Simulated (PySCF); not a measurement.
Polarisability and C₆ of P (phosphorus, neutral)

[Ne] 3s2 3p3, high-spin 4S determinant. Computed with PySCF 2.14 in aug-cc-pwCVQZ (10s9p7d5f3g, 134 functions), with no relativity, point nucleus. Coupled (time-dependent) response in atomic units; α is the mean over directions.

```csv
method,mean α (bohr³),C₆ (like pair),S(−4)
UHF,25.45,188.0,197.5
PBE,27.67,206.4,263.2
PBE0,26.51,196.3,228.7
r2SCAN0,26.09,197.9,204.4
```

S(−4) is the Cauchy moment in α(ω) = α(0) + S(−4) ω² + …

Reference α: 25 ± 1 bohr³ (recommended; Schwerdtfeger and Nagle, table of static dipole polarizabilities (2023 update)). Published C₆: 185.0 (Chu and Dalgarno (2004); Tang, Norbeck and Certain (1976)).

α(iu) at PBE:

| u (hartree) | α(iu) (bohr³) |
| --- | --- |
| 0 | 27.67 |
| 0.0500 | 27.03 |
| 0.100 | 25.33 |
| 0.200 | 20.56 |
| 0.300 | 15.99 |
| 0.500 | 9.717 |
| 0.750 | 5.690 |
| 1.00 | 3.671 |
| 1.50 | 1.885 |
| 2.00 | 1.160 |
| 3.00 | 0.5905 |
| 5.00 | 0.2616 |
